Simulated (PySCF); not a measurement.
MoS$_{4}$ (SMILES [S]=[Mo-2](=[S])(=[S])=[S]), charge -2, singlet, at a GFN2-xTB geometry (such geometries of metal compounds can be far from the true shape) (core potentials on Mo) (in this run its highest filled SCF level lies above zero, so its values depend strongly on the basis, on diffuse functions most of all). Base run: DF-B3LYP/def2-SV(P) in PySCF.

Here is a job for PySCF.
```python
from pyscf import gto, scf, dft

mol = gto.Mole()
mol.atom = '''
    Mo    0.000000   -0.000000   -0.000000
    S     1.333677   -0.579743   -1.660205
    S     1.169802    0.149406    1.865561
    S    -0.924682    1.953522   -0.446979
    S    -1.578797   -1.523185    0.241622
'''
mol.basis = 'def2-sv(p)'
mol.ecp = {'Mo': 'def2-sv(p)'}
mol.charge = -2
mol.spin = 0
mol.verbose = 4
mol.build()

mf = dft.RKS(mol)
mf.xc = 'b3lyp'
mf = mf.density_fit(auxbasis='def2-universal-jkfit')
mf.kernel()
mf.analyze()
```

The base run was repeated with changes; each row names its change, and settings that it needs were set with it.

```csv
change,basis functions,E (Eh),HOMO (eV),HOMO-LUMO gap (eV)
base,96,-1660.74000,2.97,3.61
basis = ANO-RCC-VDZP; relativity = none (without mol.ecp = {'Mo': 'def2-sv(p)'}; without mf = mf.density_fit(auxbasis='def2-universal-jkfit')),115,-5508.01617,2.35,3.30
basis = ANO-RCC-VDZP; relativity = spin-free X2C; nucleus = Gaussian (with mol.nucmod = 'G'; without mol.ecp = {'Mo': 'def2-sv(p)'}; without mf = mf.density_fit(auxbasis='def2-universal-jkfit')),115,-5645.88032,2.39,3.43
basis = x2c-SVPall; relativity = spin-free X2C; nucleus = Gaussian (with mol.nucmod = 'G'; without mol.ecp = {'Mo': 'def2-sv(p)'}; without mf = mf.density_fit(auxbasis='def2-universal-jkfit')),125,-5644.97948,3.03,3.53
basis = x2c-SVPall; relativity = none (without mol.ecp = {'Mo': 'def2-sv(p)'}; without mf = mf.density_fit(auxbasis='def2-universal-jkfit')),125,-5523.91573,3.02,3.44
basis = ANO-RCC-VDZP; relativity = spin-free X2C (without mol.ecp = {'Mo': 'def2-sv(p)'}; without mf = mf.density_fit(auxbasis='def2-universal-jkfit')),115,-5645.94119,2.39,3.43
basis = x2c-SVPall; relativity = spin-free X2C (without mol.ecp = {'Mo': 'def2-sv(p)'}; without mf = mf.density_fit(auxbasis='def2-universal-jkfit')),125,-5645.02629,3.03,3.53
```

Total energies compare only within one method and basis.

Basis sets contracted for a relativistic Hamiltonian are a mismatch without it, so the rows without relativity aren't non-relativistic limits. No row has spin-orbit coupling; sets with core potentials leave out the core electrons.
